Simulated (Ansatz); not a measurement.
Steps of a relaxation of C2HBrClF (`F/C(Br)=C/Cl`) with RKS PBE0-D4/def2-TZVP.

```sh
$ ansatz run in.yaml --threads 4 --pin off --events-out ev --progress --plain --max-ram 10444MiB
```

```yaml
crystal:
  periodic: [false, false, false]
  atoms:
    - {symbol: F, position_ang: [-0.270945, -1.487657, 1.053251]}
    - {symbol: C, position_ang: [0.166946, -0.609320, 0.151614]}
    - {symbol: Br, position_ang: [1.537209, -1.265686, -0.956038]}
    - {symbol: C, position_ang: [-0.363003, 0.629120, 0.084499]}
    - {symbol: Cl, position_ang: [0.128871, 1.833858, -1.037878]}
    - {symbol: H, position_ang: [-1.164278, 0.908484, 0.784853]}
basis:
  gaussian: {orbitals: def2-TZVP}
hamiltonian: {xc: pbe0, dispersion: d4}
relax: {f_tol: 0.005, max_steps: 150}
```

Positions (Å) and forces (eV/Å) along the path, 5 of 5 steps:

```xyz
6
step=1 energy=-87360.2510 eV
F    -0.271   -1.488    1.053    0.176    0.375   -0.374
C     0.167   -0.609    0.152   -0.263    0.885   -0.169
Br    1.537   -1.266   -0.956   -0.381    0.121    0.338
C    -0.363    0.629    0.084    0.153   -0.821    0.253
Cl    0.129    1.834   -1.038   -0.144   -0.428    0.366
H    -1.164    0.908    0.785    0.458   -0.132   -0.414
6
step=2 energy=-87360.2869 eV
F    -0.268   -1.473    1.043    0.030    0.096   -0.079
C     0.166   -0.597    0.147    0.001    0.164   -0.084
Br    1.524   -1.259   -0.946   -0.115    0.032    0.104
C    -0.361    0.621    0.087    0.040   -0.097    0.006
Cl    0.127    1.820   -1.029   -0.079   -0.171    0.169
H    -1.153    0.897    0.778    0.123   -0.024   -0.116
6
step=3 energy=-87360.2899 eV
F    -0.268   -1.467    1.040   -0.019   -0.007    0.023
C     0.167   -0.594    0.144    0.035   -0.018   -0.026
Br    1.520   -1.260   -0.941   -0.005    0.003    0.004
C    -0.360    0.620    0.086    0.015    0.046   -0.038
Cl    0.123    1.816   -1.023   -0.017   -0.023    0.029
H    -1.148    0.894    0.775   -0.009    0.000    0.009
6
step=4 energy=-87360.2900 eV
F    -0.269   -1.466    1.040    0.000    0.000    0.001
C     0.168   -0.594    0.143   -0.002    0.006   -0.001
Br    1.521   -1.261   -0.941    0.005   -0.007   -0.002
C    -0.359    0.620    0.085   -0.012    0.011    0.008
Cl    0.121    1.817   -1.022    0.002    0.000   -0.002
H    -1.147    0.894    0.774    0.007   -0.010   -0.003
6
step=5 energy=-87360.2900 eV
F    -0.269   -1.465    1.040   -0.001    0.000   -0.001
C     0.168   -0.594    0.143    0.002    0.001    0.001
Br    1.521   -1.262   -0.941   -0.001    0.000    0.000
C    -0.359    0.620    0.085   -0.001   -0.002    0.001
Cl    0.121    1.818   -1.022    0.000    0.000   -0.001
H    -1.147    0.892    0.775    0.000    0.001    0.000
```

It took 11 s on 4 threads of an Intel Xeon Platinum 8488C on a shared host, with 0.52 GiB of host memory at the peak.
